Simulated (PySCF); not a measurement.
Predicted microwave data (PBE0/pcSseg-1 in PySCF (dipole) on a GFN2-xTB geometry, gas phase) for one isomer of C7H10O4:

```
Rotational constants : A = 1981, B = 574.6, C = 508.0 MHz
Dipole components    : |μa| = 0.40 D, |μb| = 1.35 D, |μc| = 2.47 D
Inertial defect      : -139.84 u·Å²
κ                    : -0.91
```

**Question.** Which structure is it? (One computed conformer of each.)
A. `[CH2:1]=[CH:2][CH2:3][O:4][C:5](=[O:6])[C@@H:7]([CH3:8])[O:9][CH:10]=[O:11]` with C1–C2–C3–O4 135°, C2–C3–O4–C5 143°, C3–O4–C5–O6 -3°, O4–C5–C7–C8 101°, C5–C7–O9–C10 51°
B. `[CH3:1]/[CH:2]=[CH:3]/[CH2:4][O:5][C:6](=[O:7])[O:8][C:9]([CH3:10])=[O:11]` with C2–C3–C4–O5 5°, C3–C4–O5–C6 82°, C4–O5–C6–O7 3°, O5–C6–O8–C9 155°, C6–O8–C9–C10 166°
C. `[CH3:1][C@@H:2]([O:3][CH:4]=[O:5])[C:6](=[O:7])[O:8][CH:9]1[CH2:10][CH2:11]1` with C1–C2–O3–C4 -163°, C2–O3–C4–O5 2°, C1–C2–C6–O7 58°, C2–C6–O8–C9 -178°, C6–O8–C9–C10 140°
D. `[CH2:1]=[CH:2][CH2:3][O:4][C:5](=[O:6])[C:7](=[O:8])[O:9][CH2:10][CH3:11]` with C1–C2–C3–O4 -126°, C2–C3–O4–C5 85°, C3–O4–C5–O6 1°, O4–C5–C7–O8 -14°, C5–C7–O9–C10 179°
E. `[CH3:1][CH2:2][C@@H:3]1[O:4][C:5](=[O:6])[C:7](=[O:8])[O:9][C@H:10]1[CH3:11]` with C1–C2–C3–O4 -59°, C2–C3–O4–C5 -83°, C3–O4–C5–O6 -177°, O4–C5–C7–O8 152°, C5–C7–O9–C10 5°

**Answer.** B. It is C/C=C/COC(=O)OC(C)=O, a near-prolate asymmetric top, point group C1. The candidates at the same level (rigid rotor, commonest isotopes):

```
                      SMILES  A (MHz)  B (MHz)  C (MHz)  μa (D)  μb (D)  μc (D)  Δ (u·Å²)  point group                        rotor
          C=CCOC(=O)C(=O)OCC     2640    488.5    441.4    0.00    0.58    0.54    -81.03           C1  near-prolate asymmetric top
     C=CCOC(=O)[C@@H](C)OC=O     2122    595.7    523.8    0.51    1.90    1.30   -121.71           C1  near-prolate asymmetric top
    C[C@@H](OC=O)C(=O)OC1CC1     1569    833.6    647.6    0.36    0.20    2.38   -148.09           C1               asymmetric top
CC[C@@H]1OC(=O)C(=O)O[C@H]1C     1367     1042    878.5    4.70    4.41    0.27   -279.41           C1               asymmetric top
        C/C=C/COC(=O)OC(C)=O     1981    574.6    508.0    0.40    1.35    2.47   -139.84           C1  near-prolate asymmetric top
```

`C[C@@H](OC=O)C(=O)OC1CC1` has B 45 % too high; `C=CCOC(=O)[C@@H](C)OC=O` has A 7 % too high; `C=CCOC(=O)C(=O)OCC` has A 33 % too high; `CC[C@@H]1OC(=O)C(=O)O[C@H]1C` has B 81 % too high. No structure here is proved a minimum.
